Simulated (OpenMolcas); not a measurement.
## Potential curves of GaAs: spin-free states

Calculated with OpenMolcas 26.06: state-averaged CASSCF(6,7) over As 4p, Ga 4s 4p, XMS-CASPT2 (IPEA 0.25, imaginary shift 0.2 hartree), scalar X2C, ANO-RCC-VTZP, then RASSI spin–orbit state interaction with atomic mean-field integrals. C2 symmetry about the axis (a holds Σ, Δ, Γ; b holds Π, Φ, H; Σ⁺ and Σ⁻ are not told apart); roots by multiplicity and irrep: 3a 2, 3b 8, 1a 4, 1b 4, 5b 2.

XMS-CASPT2 energies in eV from the lowest point. Curves are followed by energy order within each symmetry, so they are adiabatic and may change character at avoided crossings; Σ⁺ and Σ⁻ are counted together.

```json
{"R (Å)": "2.208", "(1)3Σ": "0.712", "(1)3Π": "0.273", "(1)5Π": "2.772", "(2)1Π": "3.829"}
{"R (Å)": "2.336", "(1)3Σ": "0.270", "(1)3Π": "0.132", "(1)5Π": "2.309", "(2)1Π": "3.412"}
{"R (Å)": "2.451", "(1)3Σ": "0.072", "(1)3Π": "0.150", "(1)5Π": "2.069", "(2)1Π": "3.217"}
{"R (Å)": "2.567", "(1)3Σ": "0.000", "(1)3Π": "0.250", "(1)5Π": "1.929", "(2)1Π": "3.132"}
{"R (Å)": "2.695", "(1)3Σ": "0.021", "(1)3Π": "0.412", "(1)5Π": "1.843", "(2)1Π": "3.124"}
{"R (Å)": "2.824", "(1)3Σ": "0.113", "(1)3Π": "0.601", "(1)5Π": "1.798", "(2)1Π": "3.150"}
{"R (Å)": "3.003", "(1)3Σ": "0.304", "(1)3Π": "0.876", "(1)5Π": "1.773", "(2)1Π": "3.206"}
{"R (Å)": "3.234", "(1)3Σ": "0.593", "(1)3Π": "1.194", "(1)5Π": "1.752", "(2)1Π": "3.258"}
```

(1) With masses 74.922 and 68.926 u, fit the curves (1)3Σ, (1)3Π near their minima.

Left out for impure symmetry, kinks or missing points, though low: (1)1Σ, (1)1Π, (1)1Δ, (2)1Σ, (2)3Σ, (2)3Π, (3)3Π, (1)3Φ. Only roots inside an energy window near the equilibrium distance were included, so the list of states is not complete; labels number the states computed. Each spin and symmetry block has orbitals of its own, averaged over its own roots, so gaps between blocks are less sure than gaps within one and near the minimum can be off by tenths of an eV, in bad cases by more. No Rydberg orbitals are active, so Rydberg states, and σ→σ* states whose orbital the CASSCF left unused, can be missing between those listed. CASPT2 splits the two components of degenerate states numerically, here by up to 18 cm⁻¹. No roots were computed in block 5a (none fell in the window or the block failed), so states of that kind are missing and can lie low or lowest. Points that failed a check (symmetry, reference weights, a jump) are left out.

Answers

(1) At XMS-CASPT2, Te from the lowest curve (the fit fixes ωe to a per cent or two; the method's Re and ωe can be off by some per cent):

```tsv
curve	Te (cm⁻¹)	Re (Å)	ωe (cm⁻¹)
(1)3Σ	0	2.599	210.7
(1)3Π	1040	2.371	254.0
```
